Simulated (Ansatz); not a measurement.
Cost and result for the atomization energy of C2H5AlS (`[CH3][Al]1[CH2][S]1`) (9 atoms, 9 bonds).

Cartesian coordinates in Å:
```
C 0.060 -0.066 -1.841
Al 0.232 0.098 0.079
C -0.357 -0.067 1.893
S 1.390 0.697 1.750
H 1.021 0.072 -2.339
H -0.338 -1.046 -2.116
H -0.633 0.689 -2.224
H -1.049 0.632 2.356
H -0.325 -1.006 2.441
```

Charge 0, multiplicity 1. Geometry: relaxed with PBE0-D4/def2-TZVP. Program: Ansatz. All runs use 2 threads of an Arm Neoverse V2 on a shared host. Times are those of one run each, without the atoms' runs, and a repeat can differ threefold. Electronic energies, without spin–orbit coupling; frozen cores. CCSD(T)/CBS adds CCSD(T) − MP2 in def2-TZVPP to the MP2 limit, and its time is that of the two runs behind it. T1 = 0.012. HSE06 is the plane-wave form, built on full-range PBE exchange.

CCSD(T)/CBS is a level of theory with its own doubt, some kJ/mol a heavy atom from the limit and from the frozen cores, so smaller differences don't rank the functionals.

| level | functions | wall time |
| --- | --- | --- |
| CCSD(T)/def2-SVP | 89 | 2 s |
| BLYP-D4/def2-TZVPP | 216 | 2.1 s |
| revPBE-D4/def2-TZVPP | 216 | 2.2 s |
| BHLYP-D4/def2-TZVPP | 216 | 2.9 s |
| PBE0-D4/def2-TZVPP | 216 | 3.1 s |
| HSE06-D4/def2-TZVPP | 216 | 3.2 s |
| CAM-B3LYP-D4/def2-TZVPP | 216 | 3.2 s |
| r2SCANh-D4/def2-TZVPP | 216 | 5.5 s |
| ωB97X-V/def2-TZVPP | 216 | 8.5 s |
| ωB97M-V/def2-TZVPP (with forces) | 216 | 12 s |
| MP2/def2-QZVPP | 404 | 17 s |
| CCSD(T)/def2-TZVPP | 216 | 56 s |
| CCSD(T)/CBS(def2) | – | 73 s |

Task: What atomization energy does each give, and how far from CCSD(T)/CBS? (Best estimate.)

Result: Computed: 
```
                           level  atomization (kJ/mol)  difference from CCSD(T)/CBS  per bond
                CCSD(T)/def2-SVP                2998.5                       -186.1     -20.7
              BLYP-D4/def2-TZVPP                3154.6                        -30.0      -3.3
            revPBE-D4/def2-TZVPP                3169.3                        -15.3      -1.7
             BHLYP-D4/def2-TZVPP                3093.8                        -90.8     -10.1
              PBE0-D4/def2-TZVPP                3200.4                         15.8       1.8
             HSE06-D4/def2-TZVPP                3203.0                         18.4       2.0
         CAM-B3LYP-D4/def2-TZVPP                3176.5                         -8.1      -0.9
           r2SCANh-D4/def2-TZVPP                3193.2                          8.6       1.0
              ωB97X-V/def2-TZVPP                3194.5                          9.9       1.1
ωB97M-V/def2-TZVPP (with forces)                3200.5                         15.9       1.8
                  MP2/def2-QZVPP                3198.1                         13.5       1.5
              CCSD(T)/def2-TZVPP                3099.0                        -85.6      -9.5
               CCSD(T)/CBS(def2)                3184.6                          0.0       0.0
```

From r2SCAN to r2SCAN0 (25 % exact exchange), in def2-TZVPP and without D4, the atomization energy moves by −42.3 kJ/mol: exact exchange takes away binding that semilocal exchange gives to molecules. In def2-TZVPP, CCSD(T) changes the Hartree–Fock value by +763.3 kJ/mol (the triples alone add +51.4 kJ/mol) and MP2 by +812.2 kJ/mol; breaking electron pairs costs correlation energy, which Hartree–Fock lacks. Leaving LDA and LC-ωPBE aside and taking each functional with its dispersion term where it has one, the values, not all of them listed here, spread over 149.1 kJ/mol, from BHLYP-D4 to PBE-D4. LDA lies +392.7 kJ/mol from PBE without D4, its usual overbinding.
